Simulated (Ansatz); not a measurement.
Reaction (formal loss of a carbene): `CO[SiH2]S[SiH2]Cl` → `[CH2]` (triplet) + `O[SiH2]S[SiH2]Cl`

Isolated molecules relaxed with PBE0-D4/def2-TZVP in Ansatz; ΔE leaves out vibrations. CCSD(T)/CBS adds triple-zeta CCSD(T) − MP2 to the extrapolated MP2 energy (def2 sets, frozen cores). This one scheme is used for every species. Functionals use def2-TZVPP. B3LYP here is the variant with VWN-RPA as its local correlation; programs differ in this. Triplets are unrestricted, without spin–orbit coupling. One conformer a species, not always the lowest.

```csv
level,ΔE (eV),difference from CCSD(T)/CBS
PBE-D4,3.98,0.09
r2SCAN-D4,3.67,-0.22
PBE0-D4,3.88,-0.01
B3LYP-D4,3.90,0.01
ωB97X-V,4.06,0.17
ωB97M-V,3.94,0.05
B2PLYP,3.82,-0.07
PBE,3.89,0.00
r2SCAN,3.64,-0.25
PBE0,3.80,-0.09
B3LYP,3.76,-0.13
HF/def2-TZVPP,2.45,-1.44
MP2/def2-TZVPP,3.88,-0.01
SCS-MP2/def2-TZVPP,3.94,0.05
CCSD/def2-TZVPP,3.69,-0.20
CCSD(T)/def2-TZVPP,3.80,-0.09
HF/def2-QZVPP,2.46,-1.43
MP2/def2-QZVPP,3.94,0.05
SCS-MP2/def2-QZVPP,4.00,0.11
HF/CBS(def2),2.46,-1.43
MP2/CBS(def2),3.98,0.09
CCSD/CBS(def2),3.78,-0.11
CCSD(T)/CBS,3.89,0
```

Largest T1 diagnostic among the species: 0.011.

The D4 term adds +0.14 eV with B3LYP and +0.08 eV with PBE0; it sums over pairs of atoms, weighted by their polarisabilities, and B3LYP, whose exchange is more repulsive, gets the larger term. From PBE to PBE0 (25 % exact exchange), in def2-TZVPP and without D4, ΔE moves by −0.09 eV.
